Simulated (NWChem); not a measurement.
# AlN2H4F; SMILES [NH2][Al]([NH2])[F]

```xyz
8

Al     0.0000     0.0000     0.0224
F      0.0000     0.0000     1.6900
N     -1.5585     0.0000    -0.8030
H     -1.7019     0.0000    -1.8052
H     -2.4509     0.0000    -0.3239
N      1.5585     0.0000    -0.8030
H      1.7019     0.0000    -1.8052
H      2.4509     0.0000    -0.3239
```
Atoms are numbered in this order, from 1.

Geometry: optimised at PBE0/def2-SVP.

Symmetry labels are those of C2v in the frame above (b1 and b2, or b-type labels, depend on it).

Q: List the 6 lowest vertical singlet excitations from PBE/def2-SVP, full TDDFT (NWChem).

A: 
```csv
state,energy (eV),oscillator strength,symmetry,leading excitation (squared amplitude)
S1,4.85,0.000,a2,HOMO → LUMO (1.00)
S2,5.58,0.092,b2,HOMO−1 → LUMO (0.99)
S3,6.93,0.107,b1,HOMO → LUMO+1 (0.90)
S4,6.95,0.029,b2,HOMO → LUMO+2 (0.98)
S5,6.96,0.000,a2,HOMO → LUMO+3 (0.99)
S6,7.40,0.044,a1,HOMO−1 → LUMO+1 (0.96)
```
